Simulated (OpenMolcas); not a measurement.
Re4+: ligand-field states by method

Re4+ with its 6 nearest chloride ions at 2.47 Å, on the Y site of Cs2NaYCl6 (a = 10.7396 Å, distance in the model lattice 2.619 Å). The rest of the host is ab initio model potentials to 7.6 Å, with orthogonalisation functions on the cations behind the ligands, and point charges beyond; the distance is set by hand and nothing relaxes, and no local charge compensation is placed. Ligand basis ANO-RCC-VDZP.
```
Re    0.0000    0.0000    0.0000
Cl    2.4700    0.0000    0.0000
Cl    0.0000    2.4700    0.0000
Cl   -2.4700    0.0000    0.0000
Cl    0.0000   -2.4700    0.0000
Cl    0.0000    0.0000    2.4700
Cl    0.0000    0.0000   -2.4700
```

```json
{"Program": "OpenMolcas", "Basis": "ANO-RCC-VTZP [8s7p5d3f2g1h]", "Scalar Hamiltonian": "DKH2, point nucleus", "Active space": "3 electrons in 5 orbitals (5d)", "State averaging": "2S+1 = 4 even, 10 roots; 2S+1 = 2 even, 40 roots", "Spin-orbit coupling": "RASSI with atomic mean-field integrals over the reference wave functions"}
```

I. CASSCF
II. SS-CASPT2, IPEA 0.25 Eh, imaginary shift 0.1 Eh (closed shells correlated: 5s 5p and the ligand valence shells)

Spin-free states (labels of O, the rotations of Oh) in cm-1, each column counted from its own energy of the first state listed:

```json
{"State": "4A2", "Degeneracy": "1", "I": "0", "II": "0"}
{"State": "2E", "Degeneracy": "2", "I": "13171", "II": "8820"}
{"State": "2T1", "Degeneracy": "3", "I": "13795", "II": "8940"}
{"State": "2T2", "Degeneracy": "3", "I": "20641", "II": "15120"}
{"State": "4T2", "Degeneracy": "3", "I": "23798", "II": "26520"}
{"State": "4T1", "Degeneracy": "3", "I": "30376", "II": "31480"}
{"State": "2A1", "Degeneracy": "1", "I": "34032", "II": "32190"}
{"State": "2S+1 = 2", "Degeneracy": "3", "I": "34860", "II": "33070"}
{"State": "2S+1 = 2", "Degeneracy": "3", "I": "36047", "II": "33870"}
{"State": "2E", "Degeneracy": "2", "I": "37702", "II": "35080"}
```

From I to II, I's first state of the same spin (4T2) moves from 23798 to 26520 cm-1, by about +2700 cm-1.

From I to II, I's first state of another spin (2E) moves from 13171 to 8820 cm-1, by about -4400 cm-1.

χT at 300 K: I 1.40, II 1.33 cm3 K/mol.

The states above are spin-free; spin-orbit coupling is strong here and shifts and splits them by thousands of cm-1.

Roots that are degenerate in the reference are averaged as groups; the widest CASPT2 spread within a group is 350 cm-1 (the 3-fold group of multiplicity 2 near 59600 cm-1 above the lowest state of its run, II). Shifts and gaps below about the spread of the groups concerned are not significant. Over all roots computed the reference weight is 0.64 to 0.65 in II; a low but even weight reflects the number of correlated electrons. The least metal-like active orbital is 71 % on the metal (Löwdin) and no ligand orbital is active, so the numbers are rough. Ligand-to-metal charge-transfer states are missing. With no ligand orbital active B as a rule stays too high, so bands that hang on it stand too high and its fall with covalency is understated. Without dynamic correlation the repulsion within the d shell is too large (B by tens of per cent), so at a given field states of lower spin stand too high (holds for I). With metal d orbitals alone the field can be off either way by tens of per cent (holds for I). With one d shell and no ligand orbital active, 10Dq can be off by a tenth or more (holds for II). No measured value stands beside these numbers; the geometry was set by hand and not optimised.

A state without a sure symmetry label is named by its multiplicity alone.
